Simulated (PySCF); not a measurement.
**Where the electron goes**

Compound: CH₆AsGeN.
Z-matrix (Å and degrees, PBE0-D3(BJ)/def2-SVP geometry), rows numbered from 1:
```
C 
N   1  1.2611
Ge  2  1.8631  1  122.87
As  3  2.4311  2  116.30  1    -2.02
H   1  1.1063  2  119.61  3  -179.82
H   1  1.1121  2  125.25  3     0.19
H   3  1.5384  2  106.20  1  -123.38
H   3  1.5384  2  106.27  1   119.79
H   4  1.5261  3   92.45  2   -46.48
H   4  1.5265  3   92.69  2    45.89
```

Computed, not measured: PySCF 2.14.0, density-fitted response routines, TDDFT PBE0/def2-SVPD, vertical, gas phase, core orbitals frozen in the response. Relativistic effects, spin–orbit coupling among them, are left out although an element past zinc is present.

Kohn–Sham orbitals with the atoms that hold most of them (Löwdin shares over 4%, at most four atoms; ? is withheld):

```tsv
orbital	ε (eV)	atoms
LUMO+2	0.12	As4 38%, Ge3 18%, H10 13%, H9 12%
LUMO+1	-0.09	As4 41%, Ge3 24%, N2 9%, H8 8%
LUMO	-0.82	C1 41%, N2 36%, H6 7%, H5 7%
HOMO	-6.86	?
HOMO-1	-8.06	?
HOMO-2	-8.94	As4 39%, Ge3 23%, H9 10%, H10 9%
HOMO-3	-9.09	Ge3 24%, N2 22%, C1 17%, H7 16%
```

**Question.** Give the leading atoms of the HOMO-1.

**Answer.** As4 (bonded to Ge and 2 H) 45%; Ge3 (bonded to As, N and 2 H) 14%; N2 (bonded to C and Ge) 13%; C1 (bonded to N and 2 H) 9%.

**Question.** Which atoms hold the HOMO, and with what shares?

**Answer.** N2 (bonded to C and Ge) 44%; As4 (bonded to Ge and 2 H) 24%; C1 (bonded to N and 2 H) 10%; Ge3 (bonded to As, N and 2 H) 8%.

**Question.** How does S1 compare with the orbital gap of 6.04 eV?

**Answer.** S1 is at 4.15 eV (f = 0.0004), 1.89 eV below the gap, made of HOMO→LUMO (93%). Without the coupling terms of the response equations the lowest excitation would equal the gap.

**Question.** Give energy, strength and leading configuration of S1, S4, S5 and S7, and follow the Löwdin shares of the leading atoms from the occupied to the empty orbital.

**Answer.** 
- S1 (4.15 eV, f 0.0004), HOMO→LUMO (93%): N2 44% → 36%, As4 24% → at most 7%, C1 10% → 41%
- S4 (6.01 eV, f 0.237), HOMO→LUMO+1 (84%): N2 44% → 9%, As4 24% → 41%, Ge3 8% → 24%
- S5 (6.05 eV, f 0.0037), HOMO-1→LUMO (82%): As4 45% → at most 7%, Ge3 14% → at most 7%, C1 9% → 41%, N2 13% → 36%
- S7 (6.94 eV, f 0.080), HOMO-1→LUMO+1 (73%): As4 45% → 41%, Ge3 14% → 24%

Time: 57 s. Hardware: one thread, x86-64 server, on a shared host.

One conformer stands for the species.
